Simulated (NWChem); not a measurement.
Basis-set convergence for HFSi

```xyz
3

Si    -0.4557     0.4058     0.0000
H      0.5519     1.5805     0.0000
F      0.6476    -0.8069     0.0000
```
Charge 0, spin multiplicity 1.

All runs are NWChem calculations. The geometry was optimised at B3LYP/def2-SVP, a minimum by its harmonic frequencies.

Quantity: LUMO energy at the level PBE0.

The Pople sets run with spherical d functions. The structure started from a generated list of species.

```
basis        functions  LUMO energy (eV)
-----------  ---------  ----------------
6-31G*              34             -2.54
pcseg-1             37             -2.77
6-311G**            50             -2.68
def2-SVPD           55             -2.77
aug-cc-pVDZ         59             -2.83
def2-TZVP           74             -2.72
pcseg-2             78             -2.75
def2-TZVPP          87             -2.72
def2-TZVPD          92             -2.77
aug-cc-pVTZ        119             -2.80
```

Smallest basis within 0.2 eV of aug-cc-pVTZ, the largest set run: pcseg-1, with 37 functions against 119 (also within reach: 6-311G**, def2-SVPD, aug-cc-pVDZ, def2-TZVP, pcseg-2, def2-TZVPP, def2-TZVPD). aug-cc-pVTZ isn't the basis-set limit itself, and a small set can land close by cancellation.
